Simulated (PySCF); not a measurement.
Species: 3,3,3-trifluoropropylamine, C₃H₆F₃N.
Numbering: `[NH2:1][CH2:2][CH2:3][C:4]([F:5])([F:6])[F:7]` (hydrogens: H8, H9 on N1; H10, H11 on C2; H12, H13 on C3)

Level of theory: PySCF 2.14.0, PBE0-D3(BJ)/def2-SVP geometry optimisation, gas phase.

(1) Give the optimised bond lengths and angles.

Answers

(1) 
| bond | length (bohr) | order |
| --- | --- | --- |
| N1–C2 | 2.727 | single |
| C2–C3 | 2.893 | single |
| C3–C4 | 2.842 | single |
| C4–F5, C4–F6, C4–F7 | 2.530 | single |
| N1–H8, N1–H9 | 1.923 | single |
| C2–H10, C2–H11 | 2.083 | single |
| C3–H12, C3–H13 | 2.082 | single |

Bonds in one row agree within 0.02 bohr and their mean is given. Orders are formal, as drawn. A selection of angles:
| angle | degrees |
| --- | --- |
| C2–N1–H8 | 111.0 |
| H8–N1–H9 | 106.7 |
| N1–C2–C3 | 115.3 |
| N1–C2–H10 | 108.9 |
| C3–C2–H10 | 108.8 |
| H10–C2–H11 | 105.8 |
| C2–C3–C4 | 113.8 |
| C2–C3–H12 | 110.5 |
| C2–C3–H13 | 110.7 |
| C4–C3–H12 | 107.1 |
| H12–C3–H13 | 107.3 |
| C3–C4–F5 | 111.6 |
| F5–C4–F6 | 107.3 |

Torsions: N1–C2–C3–C4 -179° (antiperiplanar); C2–C3–C4–F5 179° (antiperiplanar).

All 3 C–F bonds measure 1.337 to 1.339 Å. N1 (primary amine nitrogen) is pyramidal (angles 111.1°, 111.0° and 106.7°, sum 328.9°, 0.37 Å off the plane of its three neighbours). The 2 C–C bonds span 1.504 Å (C3–C4, drawn single) to 1.531 Å (C2–C3, drawn single), a spread of 0.027 Å. Of the pairs four or more bonds apart, F7···H11 is among the closest relative to their van der Waals radii: 2.60 Å, 97 % of the sum of Bondi's values.

Point group: Cs (every atom within 0.08 Å of its image). No frequency check. The numbers are those of one conformer (H–N1–C2–C3 60° and -58°, N1–C2–C3–C4 -179°).

Hardware: one thread of an Intel Xeon Platinum 8488C, shared host with 192 logical CPUs at a one-minute load of 115. Cost: 74 s of wall time, 0.54 GiB resident at most. These figures are those of the optimisation.
